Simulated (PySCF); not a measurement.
PySCF input for Sn(Me)(SH) (CH₄SSn), SMILES [CH3][Sn][SH] (connectivity only; charge and spin as stated), neutral, multiplicity 1, r2SCAN-D4/def2-SVP. Coordinates come from a r2SCAN-D4/def2-SVP optimisation. The def2 effective core potentials stand for the cores of Sn; spin–orbit coupling is left out. One conformer was computed; it need not be the lowest.

```python
import numpy as np
from pyscf import gto, scf, dft, df
from pyscf.hessian import thermo

mol = gto.M(
    atom='''
    Sn    0.31198646   -0.16950905    0.49071680
    C     1.42738040    1.13057771   -0.90169408
    H     0.91305373    2.10136720   -0.99909027
    H     1.46355033    0.66992469   -1.90285759
    H     2.45595612    1.30676206   -0.55167280
    S    -1.66026260   -0.09408433   -0.96799722
    H    -2.43196421   -0.88071815   -0.18409904
    ''',
    basis='def2-SVP',
    ecp={'Sn': 'def2-svp'},
    charge=0,
    spin=0,
    max_memory=1600,
    verbose=3,
)
mf = dft.RKS(mol, xc='r2scan').density_fit(auxbasis='def2-universal-jkfit')
mf.disp = 'd4'
mf.grids.level = 4
mf.conv_tol = 1e-11
mf.max_cycle = 100
mf.kernel()

# [left out here: the lines that compute and print the analytic Hessian (its translational invariance restored by hand, since the grid's response is missing), thermochemistry and intensities]
```

Program output:

```
converged SCF energy = -652.90098013338

WARN: MGGA Hessian is sensitive to dft grids. grids.level 4 may not be dense enough.


WARN: DFTD4 does not support analytical Hessian, using finite difference.


WARN: Mole.unit (angstrom) is changed to Bohr

Mode                                 0                   1                   2
Irrep
Freq [cm^-1]                       -6.8792            141.7431            335.2979
Reduced mass [au]                   1.0324              3.5893             20.3924
Force const [Dyne/A]               -0.0000              0.0425              1.3508
Char temp [K]                      -9.8976            203.9368            482.4190
Normal mode                   x     y     z       x     y     z       x     y     z
       0  Sn                 0.00 -0.01 -0.00    0.00 -0.01  0.03    0.04 -0.00  0.02
       1   C                -0.00  0.01  0.00   -0.16 -0.00 -0.10   -0.00 -0.00  0.01
       2   H                -0.28 -0.19 -0.48   -0.24 -0.04 -0.08   -0.02 -0.02  0.01
       3   H                 0.47 -0.31  0.16   -0.25 -0.04 -0.08   -0.02 -0.01  0.01
       4   H                -0.17  0.43  0.27   -0.13  0.08 -0.23    0.01  0.02 -0.02
       5   S                -0.01  0.02  0.01    0.06  0.05 -0.04   -0.12  0.00 -0.09
       6   H                 0.02 -0.04 -0.02   -0.04  0.06 -0.13   -0.12  0.00 -0.08
Mode                                 3                   4                   5
Irrep
Freq [cm^-1]                      359.2612            475.6443            592.6649
Reduced mass [au]                   1.0392              4.1615              1.1609
Force const [Dyne/A]                0.0790              0.5547              0.2402
Char temp [K]                     516.8969            684.3463            852.7129
Normal mode                   x     y     z       x     y     z       x     y     z
       0  Sn                 0.00 -0.00 -0.00    0.01  0.02 -0.02    0.00 -0.00 -0.00
       1   C                -0.00  0.01  0.01   -0.12 -0.14  0.15   -0.04  0.08  0.05
       2   H                -0.13 -0.05  0.10   -0.13 -0.15  0.15    0.35  0.23 -0.45
       3   H                 0.09  0.13 -0.04   -0.13 -0.14  0.15   -0.24 -0.47  0.29
       4   H                -0.04  0.11  0.06   -0.13 -0.14  0.15    0.08 -0.23 -0.12
       5   S                 0.01 -0.02 -0.01    0.01  0.00  0.00    0.00 -0.01 -0.00
       6   H                -0.31  0.76  0.46    0.02 -0.00  0.01   -0.07  0.17  0.10
Mode                                 6                   7                   8
Irrep
Freq [cm^-1]                      615.7460            729.3670           1167.1171
Reduced mass [au]                   1.0728              1.1863              1.2033
Force const [Dyne/A]                0.2396              0.3718              0.9657
Char temp [K]                     885.9215           1049.3967           1679.2216
Normal mode                   x     y     z       x     y     z       x     y     z
       0  Sn                 0.00  0.00 -0.00   -0.00  0.00 -0.01   -0.00 -0.00  0.00
       1   C                -0.04  0.00 -0.03    0.09  0.00  0.06    0.06  0.07 -0.08
       2   H                 0.20  0.12 -0.04   -0.26 -0.18  0.06   -0.35 -0.13  0.36
       3   H                 0.22  0.11 -0.07   -0.29 -0.14  0.11   -0.23 -0.43  0.17
       4   H                -0.12 -0.24  0.32    0.18  0.32 -0.41   -0.08 -0.30  0.42
       5   S                 0.01 -0.01  0.02    0.00 -0.01  0.02    0.00  0.00 -0.00
       6   H                -0.61  0.06 -0.51   -0.42  0.04 -0.35    0.01 -0.00  0.01
Mode                                 9                  10                  11
Irrep
Freq [cm^-1]                     1416.9368           1421.0302           2691.1929
Reduced mass [au]                   1.0550              1.0604              1.0387
Force const [Dyne/A]                1.2479              1.2617              4.4321
Char temp [K]                    2038.6566           2044.5461           3872.0274
Normal mode                   x     y     z       x     y     z       x     y     z
       0  Sn                -0.00  0.00 -0.00    0.00 -0.00 -0.00   -0.00  0.00 -0.00
       1   C                -0.05 -0.00 -0.03    0.02 -0.05 -0.03    0.00 -0.00  0.00
       2   H                 0.24  0.21  0.56    0.40  0.17  0.07   -0.00 -0.00  0.00
       3   H                 0.45 -0.40  0.18   -0.46 -0.06 -0.03   -0.00 -0.00  0.00
       4   H                 0.02  0.22 -0.29   -0.23  0.58  0.38    0.00  0.00 -0.00
       5   S                -0.00 -0.00  0.00    0.00 -0.00 -0.00    0.02  0.02 -0.02
       6   H                -0.01  0.00 -0.01   -0.00  0.01  0.01   -0.56 -0.57  0.57
Mode                                12                  13                  14
Irrep
Freq [cm^-1]                     3026.9219           3136.6784           3153.8782
Reduced mass [au]                   1.0323              1.1016              1.1045
Force const [Dyne/A]                5.5727              6.3858              6.4730
Char temp [K]                    4355.0667           4512.9819           4537.7285
Normal mode                   x     y     z       x     y     z       x     y     z
       0  Sn                 0.00  0.00 -0.00   -0.00  0.00  0.00    0.00 -0.00  0.00
       1   C                -0.02 -0.03  0.03   -0.03  0.07  0.04    0.07  0.00  0.05
       2   H                -0.29  0.52 -0.04    0.32 -0.60  0.07   -0.14  0.28 -0.02
       3   H                 0.01 -0.26 -0.52    0.01 -0.27 -0.60    0.03 -0.17 -0.35
       4   H                 0.48  0.07  0.18    0.05  0.02  0.03   -0.75 -0.13 -0.26
       5   S                 0.00 -0.00  0.00    0.00 -0.00 -0.00   -0.00  0.00 -0.00
       6   H                 0.00  0.00 -0.00    0.00 -0.00 -0.00   -0.00 -0.00  0.00
temperature 298.1500 [K]
pressure 101325.00 [Pa]
Rotational constants [GHz] 7.09497 3.00160 2.13775
Symmetry number 1
Zero-point energy (ZPE) 0.04389 [Eh]   115221.197 [J/mol]
                           tot       elec      trans        rot        vib
Entropy [J/mol/K]       312.563      0.000    172.562    110.289     29.712
Cv [J/mol/K]             65.209      0.000     12.472     12.472     40.266
Cp [J/mol/K]             73.524      0.000     20.786     12.472     40.266
Internal energy [J/mol]                      3718.434   3718.434 120680.656
Internal energy [Eh]   -652.85218  -652.90098
Enthalpy [J/mol]                             6197.391   3718.434 120680.656
Enthalpy [Eh]          -652.85124
Gibbs free energy [J/mol]                  -45251.934 -29164.138 111821.961
Gibbs free energy [Eh] -652.88673
static polarisability / bohr^3: [[82.868  9.693  9.126]
 [ 9.691 54.774 -8.46 ]
 [ 9.124 -8.461 65.802]]
largest difference of analytic and finite-field dipole derivatives / e: 0.001207719664967577
mode   freq/cm-1   IR/(km/mol)   Raman/(A^4/amu)   depolarisation
   1       -6.88         0.428             0.013            0.744
   2      141.74         1.742             3.857            0.749
   3      335.30        33.201            20.812            0.356
   4      359.26        11.068             7.919            0.750
   5      475.64        39.820            27.813            0.331
   6      592.66         0.086             0.155            0.742
   7      615.75         1.876             9.869            0.548
   8      729.37        20.825             6.379            0.627
   9     1167.12         3.645            10.879            0.268
  10     1416.94         3.147            11.550            0.662
  11     1421.03         9.208            16.218            0.750
  12     2691.19         0.704           152.009            0.306
  13     3026.92         5.986           140.959            0.009
  14     3136.68         4.713            69.221            0.750
  15     3153.88         7.277            95.921            0.738
max |gradient| / (hartree/bohr): 0.0002598721270812609
APT charges: [ 0.6919 -0.2561 -0.0112 -0.0111 -0.0008 -0.4668  0.0554]
```

The run converged.

Cost: about 6 core-minutes (a rough figure).
